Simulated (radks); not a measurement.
Values are calculated unless marked as measured or tabulated.
Ionisation of the zinc ion Zn+, [Ar] 3d10 4s1, to Zn2+, [Ar] 3d10, under several functionals. Scalar-relativistic Kohn-Sham, spin-unpolarised, spherical densities, finite nucleus; a radial shooting solver on a logarithmic mesh with Libxc functionals. Known Delta-SCF values: SOGGA 18.216 eV; exchange-only B88 17.796 eV; LDA (Slater exchange, VWN5 correlation) 18.764 eV. What does RPBE give, and what is its highest occupied eigenvalue?

Answer. 18.282 eV by Delta-SCF; the 4s eigenvalue is -13.823 eV. NIST: 17.964 eV (measured).

Beside tabulated values, note that spin-unpolarised runs miss the spin-polarisation part of the exchange energy of open shells.
